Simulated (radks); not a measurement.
The numbers below are computed, except where a source is named.
The nitrogen anion N3-, [Ne], held by a Watson sphere: a shell of charge +3 at radius R that stands for the Madelung well of a crystal (potential energy -3/R inside, -3/r outside, in hartree with lengths in bohr). Level of theory: non-relativistic Kohn-Sham, LDA (Slater exchange, Perdew-Wang correlation), spin-polarised, spherical densities, point nucleus (a radial shooting solver on a logarithmic mesh with Libxc functionals). Response by self-consistent Sternheimer equations with the Hartree and adiabatic LDA kernel. The sphere does not respond.

\begin{tabular}{lrrrrrrr}
R (bohr) & e(1s) (eV) & e(2s) (eV) & e(2p) (eV) & <r> 2p (bohr) & sum of <r^2> (bohr^2) & X-ray form factor at sin(theta)/lambda = 0.1 1/angstrom & alpha (bohr^3) \\ \hline
2.11 & -374.45 & -17.835 & -7.241 & 1.797 & 30.55 & 8.125 & 23.42 \\
2.18 & -374.56 & -17.522 & -7.014 & 1.825 & 31.51 & 8.080 & 25.37 \\
2.34 & -374.76 & -16.862 & -6.525 & 1.891 & 33.72 & 7.979 & 30.43 \\
2.47 & -374.88 & -16.380 & -6.158 & 1.943 & 35.57 & 7.899 & 35.21 \\
2.66 & -375.00 & -15.759 & -5.668 & 2.019 & 38.35 & 7.785 & 43.44 \\
2.92 & -375.09 & -15.051 & -5.082 & 2.123 & 42.34 & 7.635 & 57.54 \\
3.09 & -375.12 & -14.666 & -4.747 & 2.191 & 45.08 & 7.541 & 68.80 \\
3.47 & -375.13 & -13.988 & -4.117 & 2.342 & 51.60 & 7.341 & 101.0 \\
3.94 & -375.09 & -13.415 & -3.520 & 2.527 & 60.51 & 7.120 & 156.9 \\
\end{tabular}
